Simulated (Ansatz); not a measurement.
`CC1CCC1` + `CB(O)Br` → `COB(C)Br` + `C1CCC1`  (substitution at a C–C bond)

Calculated with Ansatz (gas phase, PBE0-D4/def2-TZVP geometries, no zero-point term in ΔE). CCSD(T)/CBS is the MP2 limit (def2-TZVPP, def2-QZVPP) plus CCSD(T) − MP2 in def2-TZVPP, frozen cores. DFT in def2-TZVPP. B3LYP here is the variant with VWN-RPA as its local correlation; programs differ in this. For Br outer-core shells are correlated without core-valence functions, which leaves a few kJ/mol of doubt a bond. Scalar relativity is left out up to krypton. One conformer a species, not always the lowest.

| level | ΔE (kcal/mol) | difference from CCSD(T)/CBS |
| --- | --- | --- |
| PBE-D4 | 13.5 | -0.9 |
| r2SCAN-D4 | 13.9 | -0.5 |
| PBE0-D4 | 14.0 | -0.4 |
| B3LYP-D4 | 12.6 | -1.8 |
| ωB97X-V | 13.5 | -0.9 |
| ωB97M-V | 14.1 | -0.3 |
| B2PLYP | 13.1 | -1.3 |
| PBE | 13.1 | -1.3 |
| r2SCAN | 13.8 | -0.6 |
| PBE0 | 13.7 | -0.7 |
| B3LYP | 12.0 | -2.4 |
| HF/def2-TZVPP | 12.0 | -2.4 |
| MP2/def2-TZVPP | 15.4 | 1.0 |
| SCS-MP2/def2-TZVPP | 14.1 | -0.3 |
| CCSD/def2-TZVPP | 14.1 | -0.3 |
| CCSD(T)/def2-TZVPP | 14.2 | -0.2 |
| HF/def2-QZVPP | 11.9 | -2.5 |
| MP2/def2-QZVPP | 15.4 | 1.0 |
| SCS-MP2/def2-QZVPP | 14.3 | -0.1 |
| HF/CBS(def2) | 11.9 | -2.5 |
| MP2/CBS(def2) | 15.6 | 1.2 |
| CCSD/CBS(def2) | 14.3 | -0.1 |
| CCSD(T)/CBS | 14.4 | 0 |

Largest T1 diagnostic among the species: 0.011.

In def2-TZVPP, CCSD(T) changes the Hartree–Fock value by +2.2 kcal/mol (the triples alone add +0.1 kcal/mol) and MP2 by +3.4 kcal/mol.
